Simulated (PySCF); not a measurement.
Computed IR spectrum (relative IR intensity) of a molecule C3H9BO. Geometry optimised at PBE-D3(BJ)/def2-SVP. Other conformers were not sampled. Computed with PBE-D3(BJ)/def2-SVP (PySCF 2.14.0). No scaling factor is applied to the harmonic values.

Lines under 2 % of the strongest are left out, and lines within 2 cm⁻¹ are merged.

| ν (cm⁻¹) | relative intensity |
|---|---|
| 508 | 4.2 |
| 821 | 14 |
| 862 | 8.8 |
| 943 | 11 |
| 990 | 5.3 |
| 1042 | 2.4 |
| 1124 | 22 |
| 1143 | 4.7 |
| 1237 | 37 |
| 1343 | 12 |
| 1355 | 34 |
| 1370 | 87 |
| 1412 | 3.0 |
| 1424 | 6.7 |
| 1428 | 5.4 |
| 1449 | 62 |
| 2513 | 100 |
| 2928 | 19 |
| 2947 | 23 |
| 2962 | 7.9 |
| 2968 | 22 |
| 3028 | 16 |
| 3051 | 16 |
| 3055 | 14 |
| 3064 | 15 |

Task: Identify the compound among the candidates.
A) CCBOC
B) CCCBO
C) COB(C)C
D) CC(C)BO

Result: A, CCBOC
